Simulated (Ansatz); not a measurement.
Input for Ansatz (an electronic-structure program): R-CCSD(T)/cc-pV(D+d)Z on SiH4 (SMILES [SiH4]). The basis file is the Basis Set Exchange's JSON of that set.

Ansatz 0.2 input:
```yaml
crystal:
  periodic: [false, false, false]
  atoms:
    - {symbol: Si, position_ang: [0.00000000, -0.00000000, -0.00000000]}
    - {symbol: H, position_ang: [0.85467615, 0.85467615, 0.85467615]}
    - {symbol: H, position_ang: [-0.85467615, -0.85467615, 0.85467615]}
    - {symbol: H, position_ang: [-0.85467615, 0.85467615, -0.85467615]}
    - {symbol: H, position_ang: [0.85467615, -0.85467615, -0.85467615]}
basis:
  gaussian:
    orbitals: cc-pV_D+d_Z.json
magnetization: {spin_polarized: false}
correlation: {method: ccsd_t, electrons: outside_noble_gas}
scf: {lower_state_search: off}
```

It printed:

```
WARN ansatz: RAYON_NUM_THREADS=4 ignored (pool sized by the plan → 4); use --threads N
Functional definition: HF
these checks for a lower state are left out or cut short: stability, starts, cluster_reference, orbital_swaps, neighbouring_geometries, increment
integrals: 0.01 GiB planned
426 factors; integrals over basis functions are off by at most 9.4e-4 eV
mean field: 0.06 GiB planned
mean field evaluation 1: about -7924.7387 eV, gradient 9.7e0 eV
mean field evaluation 2: about -7924.7393 eV, gradient 9.7e0 eV
mean field evaluation 4: about -7925.3159 eV, gradient 3.4e-1 eV
mean field evaluation 8: about -7925.3164 eV, gradient 1.9e-5 eV
mean field -7925.31643410 eV, -291.2500069808 hartree, gradient 7.5e-7 eV, S^2 0.000000; 0 other end points of the search recorded, 0 dependent functions left out
5 core orbitals not correlated
reference -7925.31643410 eV, -291.2500069808 hartree; 4, 4 occupied and 34, 34 virtual orbitals, 426 factors
second order -3.16190426 eV of doubles, -0.00000000 eV of singles
coupled cluster: 0.07 GiB planned
cycle   1  -3.78809396 eV  change   -6.3e-1 eV  update   5.4e-2
cycle   2  -4.00649102 eV  change   -2.2e-1 eV  update   1.8e-2
cycle   3  -4.00982260 eV  change   -3.3e-3 eV  update   4.0e-3
cycle   4  -4.00910683 eV  change    7.2e-4 eV  update   1.1e-3
cycle   5  -4.00889570 eV  change    2.1e-4 eV  update   3.0e-4
cycle   6  -4.00883606 eV  change    6.0e-5 eV  update   5.4e-5
cycle   7  -4.00885821 eV  change   -2.2e-5 eV  update   8.0e-6
cycle   8  -4.00885629 eV  change    1.9e-6 eV  update   1.7e-6
perturbative correction -0.06673235 eV, -0.0024523688 hartree
Total energy: -7929.39202275 eV, -291.3997821010 hartree
Checks for a lower state left out: stability, starts, cluster_reference, orbital_swaps, neighbouring_geometries, increment
```

The run converged.

Cost: about 0.9 core-seconds (a rough figure).
